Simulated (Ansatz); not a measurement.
Basis-set series for CH$_{6}$FInOSi. Charge 0, multiplicity 1. In takes the def2 core potential. The bonds changed during the relaxation, so this is another structure than the one it started from. The geometry is a stationary point of PBE0-D4/def2-TZVP. It is one conformer, not always the lowest.

| atom | x (Å) | y (Å) | z (Å) |
| --- | --- | --- | --- |
| C1 | -1.9185 | -0.3983 | -0.7494 |
| In2 | -1.3607 | 1.8183 | -0.8542 |
| Si3 | 1.9719 | 0.2009 | 0.6872 |
| O4 | 0.3844 | 0.4710 | 0.9714 |
| F5 | 2.2889 | 0.4547 | -0.8574 |
| H6 | -2.8423 | -0.5167 | -1.3272 |
| H7 | -2.1434 | -0.7962 | 0.2505 |
| H8 | -1.1754 | -1.0546 | -1.2210 |
| H9 | 2.3411 | -1.2033 | 0.9723 |
| H10 | 2.7197 | 1.1934 | 1.4797 |
| H11 | -0.2656 | -0.1691 | 0.6482 |

| functional | basis | functions | energy (Eh) | HOMO (eV) | LUMO (eV) |
| --- | --- | --- | --- | --- | --- |
| PBE0-D4 | def2-SVP | 116 | -695.89414 | -5.41 | -1.27 |
| PBE0-D4 | def2-TZVPP | 269 | -696.28005 | -5.49 | -1.35 |
| ωB97M-V | def2-SVP | 116 | -696.08133 | -7.43 | 0.28 |
| ωB97M-V | def2-TZVPP | 269 | -696.47596 | -7.52 | 0.09 |

Problem. Give the rows for def2-QZVPP. (Estimate.)

Solution. Computed: 
| functional | basis | functions | energy (Eh) | HOMO (eV) | LUMO (eV) |
| --- | --- | --- | --- | --- | --- |
| PBE0-D4 | def2-QZVPP | 503 | -696.30422 | -5.52 | -1.37 |
| ωB97M-V | def2-QZVPP | 503 | -696.49876 | -7.54 | 0.02 |

Positive LUMOs are unbound and depend on the basis.
